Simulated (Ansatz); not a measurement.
Basis-set extrapolation for C2H6BN (`[BH3-]C#[N+]C`) (PBE0-D4/def2-TZVP geometry, frozen core, the Gaussian-basis code of Ansatz). Multiplicity 1, RHF reference.

```
                      def2-TZVPP   def2-QZVPP
                 HF  -158.377677  -158.385005
    MP2 correlation    -0.643823    -0.684690
CCSD(T) correlation    -0.707573      not run
```

Energies in hartree. Use E(X) = E(∞) + A·exp(−7.88·√X) for Hartree–Fock and E(X) = E(∞) + B·X^(−2.97) for correlation, with X = 3 and 4, and add CCSD(T) minus MP2 of the smaller set to the MP2 limit.

Problem. What is the CCSD(T) energy at the basis-set limit?

Solution. HF limit: -158.385005 + (-0.007328) × 0.13774 = -158.38601. MP2 limit: -0.684690 + (-0.040867) × 0.74074 = -0.71496. Higher-order term: -0.707573 − (-0.643823) = -0.06375. Total: -159.16472 hartree, 208.6 kJ/mol below CCSD(T)/def2-TZVPP.
